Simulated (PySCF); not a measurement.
C₃HClF₂, SMILES ClC(=C=CF)F. Atoms are numbered in the order given.

```xyz
7

F     -2.7867    -0.7929    -0.3150
C     -1.8136    -0.0588    -0.8631
C     -0.5650    -0.1071    -0.4742
C      0.6890    -0.0983    -0.1080
F      1.6178    -0.8971    -0.6217
Cl     1.3437     0.9538     1.1044
H     -2.1845     0.5809    -1.6728
```

The structure is a stationary point at B3LYP-D3(BJ)/def2-SVP. The structure was generated by enumeration; whether it is a known compound was not checked.

The numbers are results of B3LYP/def2-TZVP (PySCF), not measurements.

ESP charges are fitted to the potential on shells at 1.4 to 2.0 van der Waals radii. Atomic charges (e):

| atom | ESP fit | Mulliken |
|---|---|---|
| F1 | -0.10 | -0.18 |
| C2 | 0.01 | 0.10 |
| C3 | -0.10 | -0.02 |
| C4 | 0.15 | 0.16 |
| F5 | -0.09 | -0.15 |
| Cl6 | -0.03 | -0.04 |
| H7 | 0.16 | 0.13 |

Computed Mayer and Wiberg (Löwdin basis) orders of the bonds:
| bond | Mayer | Wiberg |
|---|---|---|
| F1–C2 | 1.10 | 1.77 |
| C2–C3 | 1.84 | 2.06 |
| C3–C4 | 1.79 | 2.01 |
| C4–F5 | 1.12 | 1.78 |
| C4–Cl6 | 1.25 | 1.72 |
| C2–H7 | 0.99 | 0.86 |
